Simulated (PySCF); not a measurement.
# `F[SiH2][SiH2][SiH2]O[SiH3]` in a uniform electric field

Species: FH₉OSi₄.
Atom-mapped SMILES: `[F:1][SiH2:2][SiH2:3][SiH2:4][O:5][SiH3:6]` (hydrogens: H7, H8 on Si2; H9, H10 on Si3; H11, H12 on Si4; H13, H14, H15 on Si6)

Structure used (GFN2-xTB), in Å, numbered top down from 1:
```
atom  x, y, z in Å
F1     2.7688    0.9845    1.9165
Si2    3.0731    0.8098    0.3325
Si3    1.2241   -0.2274   -0.5804
Si4   -0.5084   -0.6529    0.8978
O5    -1.9019   -0.5471    0.0688
Si6   -3.1768   -0.0876   -0.8087
H7     4.3235    0.0558    0.3460
H8     3.3893    2.1777   -0.0705
H9     1.7050   -1.4679   -1.2267
H10    0.7918    0.5778   -1.7424
H11   -0.5452   -2.0124    1.4477
H12   -0.6280    0.3096    1.9981
H13   -3.1429   -0.9076   -2.0177
H14   -4.3580   -0.3386    0.0130
H15   -3.0188    1.3343   -1.1129
```

Level: wB97X-D/def2-SVPD (PySCF); nuclei fixed, core orbitals frozen in the response. Permanent dipole (-0.403, -0.235, -1.569) D (1 au = 2.5417 D). Static polarisability (au):

```
x   135.05   9.62   0.72
y     9.62  99.55  -0.49
z     0.72  -0.49 102.03
```

Only the terms in μ and α are kept: μ(F) = μ + αF and ΔE = −μ·F − ½ F·αF.

What do fields of 0.514 V/Å (0.01 au) along the six axis directions do?

| field along | induced x (D) | induced y (D) | induced z (D) | total size (D) | −μ·F (kJ/mol) | −½F·αF (kJ/mol) |
| --- | --- | --- | --- | --- | --- | --- |
| +x | 3.433 | 0.245 | 0.018 | 3.403 | +4.163 | -17.729 |
| −x | -3.433 | -0.245 | -0.018 | 4.179 | -4.163 | -17.729 |
| +y | 0.245 | 2.530 | -0.012 | 2.792 | +2.427 | -13.068 |
| −y | -0.245 | -2.530 | 0.012 | 3.239 | -2.427 | -13.068 |
| +z | 0.018 | -0.012 | 2.593 | 1.122 | +16.207 | -13.394 |
| −z | -0.018 | 0.012 | -2.593 | 4.190 | -16.207 | -13.394 |

For the field (0.0050, 0.0100, 0.0090) au, what is the induced dipole, and what angle does it make with the field?

αF = (1.977, 2.641, 2.331) D, at 8.9° to the field. The polarisability along this direction, F·αF/F², is 109.39 au, against a mean of 112.21 au.

Which field along μ doubles the dipole in that direction (linear response)?

The polarisability along the dipole is 104.87 au, so F = 0.6440 au / 104.87 au = 0.0061 au = 0.32 V/Å; higher-order terms are ignored.

What field makes μF equal to kT at 100 K?

kT = 0.3167 × 10⁻³ Eh, so F = 0.000492 au = 2.53 MV/cm.

A unit point charge sits 20 Å away. Estimate the induction energy −αe²/2R⁴ with the mean polarisability, treating the molecule as a point.

R = 37.79 bohr, so the energy is −112.2/(2 × 37.79⁴) Eh = -0.0722 kJ/mol. The charge–dipole term at its most favourable orientation, −μe/R², is -1.18 kJ/mol.

Isolated species at its GFN2-xTB geometry (one conformer only).

Note: wB97X-D ran without an empirical dispersion term, which enters the total energy and its gradient alone.
